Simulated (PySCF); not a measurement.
Si(Cl)(OH), SMILES O[Si]Cl (HClOSi) (B3LYP/def2-SVP optimised geometry):

```
4

Si    -0.869    -0.600     0.000
Cl    -1.203     1.481     0.000
O      0.801    -0.600     0.000
H      1.203    -1.481     0.000
```

Calculation: B3LYP/def2-TZVP (PySCF).

Task: What are the frontier orbital energies and the dipole moment?

Result: HOMO-2 -9.04 eV, HOMO-1 -8.96 eV, HOMO -7.23 eV, LUMO -2.26 eV, LUMO+1 -0.28 eV; dipole moment 2.65 D.

On the same geometry PBE/def2-TZVP run with PySCF gives HOMO-2 -7.95 eV, HOMO-1 -7.86 eV, HOMO -6.27 eV, LUMO -2.87 eV, LUMO+1 -0.84 eV; dipole moment 2.49 D.

Meta-Löwdin charges at B3LYP/def2-TZVP: Si1 0.63, Cl2 -0.28, O3 -0.70, H4 0.35.
